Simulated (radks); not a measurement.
Effect of the nuclear size on neutral osmium, [Xe] 4f14 5d6 6s2. Method: Dirac Kohn-Sham, BLYP, spin-unpolarised, spherical densities, finite nucleus; open shells are shared between the two j in proportion to 2j + 1; Fermi nuclear charge, rms radius 5.4126 fm; computed with a radial shooting solver on a logarithmic mesh with Libxc functionals. The rms radius is varied about that value; shifts are against it.

| rms radius (fm) | total energy shift (eV) | density at nucleus (e/bohr^3) | 1s1/2 shift (meV) | 2s1/2 shift (meV) | 5s1/2 shift (meV) | 5p1/2 shift (meV) | 6s1/2 shift (meV) | 5d5/2 shift (meV) | 6p1/2 (empty) shift (meV) |
|---|---|---|---|---|---|---|---|---|---|
| 4.6873 | -18.2 | 1.767e+06 | -7350 | -1050 | -10.4 | 0.503 | -0.717 | 0.629 | 0.200 |
| 5.1744 | -6.17 | 1.704e+06 | -2490 | -357 | -3.50 | 0.170 | -0.243 | 0.213 | 0.068 |
| 5.4126 | 0 | 1.676e+06 | 0.000 | 0.000 | 0.000 | 0.000 | 0.000 | 0.000 | 0.000 |
| 5.602 | 5.03 | 1.655e+06 | 2030 | 291 | 2.86 | -0.138 | 0.198 | -0.174 | -0.055 |
| 6.5763 | 32.6 | 1.56e+06 | 13100 | 1890 | 18.5 | -0.895 | 1.28 | -1.12 | -0.358 |

Slopes of the eigenvalues against <r^2> in GHz/fm^2, as finite differences over the two radii next to the reference (eigenvalue slopes, not the field-shift constants of lines): 1s1/2 237000, 2s1/2 34000, 5s1/2 334, 5p1/2 -16.2, 6s1/2 23.1, 5d5/2 -20.3, 6p1/2 (empty) -6.46.
